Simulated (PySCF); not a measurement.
Sn(F)(Cl)(NH2)2, SMILES [NH2][Sn]([NH2])([F])[Cl], B3LYP/def2-SVP optimised geometry.

```
9

N      1.69    -0.70     0.00
Sn    -0.33    -0.70     0.00
N     -1.09     1.18     0.00
F     -0.78    -1.69     1.62
Cl    -1.39    -1.86    -1.77
H      2.08    -0.43    -0.90
H      2.07    -1.63     0.23
H     -1.00     1.63     0.91
H     -2.08     1.18    -0.25
```

Density from B3LYP/def2-TZVP, def2 effective core potentials past Kr run with PySCF at that geometry. The core electrons that the potentials of Sn replace are not part of the density.

Minimum of the electron density along straight lines between bonded atoms, close to the bond critical point (lines longer than 1.1 times the sum of covalent radii, or with two minima, are not listed):

| bond | length / Å | ρ at the minimum / e bohr⁻³ | ∇²ρ there / e bohr⁻⁵ | position (fraction from the first atom) |
|---|---|---|---|---|
| N1–Sn2 | 2.027 | 0.119 | 0.31 | 0.49 |
| Sn2–N3 | 2.026 | 0.119 | 0.31 | 0.51 |
| Sn2–F4 | 1.947 | 0.115 | … | 0.52 |
| Sn2–Cl5 | 2.364 | … | … | 0.47 |
| N1–H6 | 1.021 | 0.328 | -1.53 | 0.73 |
| N1–H7 | 1.022 | 0.328 | -1.54 | 0.73 |
| N3–H8 | 1.022 | 0.327 | -1.52 | 0.73 |
| N3–H9 | 1.021 | 0.328 | -1.54 | 0.73 |

### Question
What belongs in the gaps?

### Answer

- Sn2–F4, ∇²ρ there / e bohr⁻⁵: 0.55
- Sn2–Cl5, ρ at the minimum / e bohr⁻³: 0.084
- Sn2–Cl5, ∇²ρ there / e bohr⁻⁵: 0.16
